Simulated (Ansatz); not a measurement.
A nudged elastic band was laid between two geometries of AlClF2 + H2 (6 atoms, charge 0, multiplicity 1).

Theory: RKS PBE0-D4/def2-SVPD in Ansatz.

- movable images: 7
- climbing image: yes
- spring: 50.0 eV/Å²
- optimiser: quadratic models (default)
- start path: through a guess of the saddle point
- force threshold: 0.05 eV/Å
- iteration limit: 60
- end points: relaxed

First end point:

```xyz
6
Properties=species:S:1:pos:R:3
Al 0.006 0.048 0.293
Cl -0.009 0.765 2.255
F 1.436 -0.032 -0.551
F -1.420 -0.113 -0.545
H 0.068 -2.064 0.418
H 0.063 -1.870 1.164
```

Last end point:

```xyz
6
Properties=species:S:1:pos:R:3
Al -0.236 -0.840 -0.181
Cl -0.119 -0.206 2.311
F 1.360 -0.278 -0.223
F -1.410 0.252 -0.664
H -0.525 -2.377 -0.178
H 1.074 0.184 1.970
```

Which bonds break or form, and what moves?

Bonds broken: H5–H6. Bonds formed: Al1–H5, Cl2–H6. AlClF2 + H2 becomes AlClF2H2.

Give the energies along the band, and the barrier.

The forces met the threshold. The highest image is number 3 of 0 to 8, 1.36 eV above the first end and 0.38 eV above the last; the last end lies 0.99 eV above the first. Another band between the same ends (7 images) ends at a top of the same energy, where a vibrational analysis finds 1 clearly imaginary mode. The orbitals stay closed-shell, which can raise the energy where a bond breaks towards radicals; this wasn't checked here.

```json
{"image": "0", "path coordinate (Å)": "0.00", "energy (eV)": "0.00", "H5–H6 (Å)": "0.77", "Al1–H5 (Å)": "2.12", "Cl2–H6 (Å)": "2.85"}
{"image": "1", "path coordinate (Å)": "0.47", "energy (eV)": "0.11", "H5–H6 (Å)": "0.78", "Al1–H5 (Å)": "2.05", "Cl2–H6 (Å)": "2.35"}
{"image": "2", "path coordinate (Å)": "0.93", "energy (eV)": "0.72", "H5–H6 (Å)": "0.88", "Al1–H5 (Å)": "1.82", "Cl2–H6 (Å)": "1.86"}
{"image": "3", "path coordinate (Å)": "1.40", "energy (eV)": "1.36", "H5–H6 (Å)": "1.30", "Al1–H5 (Å)": "1.64", "Cl2–H6 (Å)": "1.43"}
{"image": "4", "path coordinate (Å)": "2.03", "energy (eV)": "1.17", "H5–H6 (Å)": "2.08", "Al1–H5 (Å)": "1.58", "Cl2–H6 (Å)": "1.30"}
{"image": "5", "path coordinate (Å)": "2.66", "energy (eV)": "1.07", "H5–H6 (Å)": "2.87", "Al1–H5 (Å)": "1.57", "Cl2–H6 (Å)": "1.29"}
{"image": "6", "path coordinate (Å)": "3.30", "energy (eV)": "1.05", "H5–H6 (Å)": "3.31", "Al1–H5 (Å)": "1.57", "Cl2–H6 (Å)": "1.29"}
{"image": "7", "path coordinate (Å)": "3.93", "energy (eV)": "1.02", "H5–H6 (Å)": "3.58", "Al1–H5 (Å)": "1.57", "Cl2–H6 (Å)": "1.30"}
{"image": "8", "path coordinate (Å)": "4.56", "energy (eV)": "0.99", "H5–H6 (Å)": "3.70", "Al1–H5 (Å)": "1.56", "Cl2–H6 (Å)": "1.30"}
```

What is the geometry of the highest image?


```xyz
6
Properties=species:S:1:pos:R:3:forces:R:3
Al 0.008 -0.407 -0.075 0.01 0.02 -0.01
Cl 0.059 0.073 2.273 0.00 -0.01 -0.01
F 1.441 0.114 -0.744 0.01 0.00 0.01
F -1.457 0.103 -0.679 -0.01 -0.01 0.01
H 0.036 -1.914 0.575 -0.01 -0.01 0.00
H 0.056 -1.236 1.685 0.00 0.01 0.00
```

The run took 2.4 min on 4 threads of Arm Neoverse V1, with other jobs on the host, peak memory 0.25 GiB.
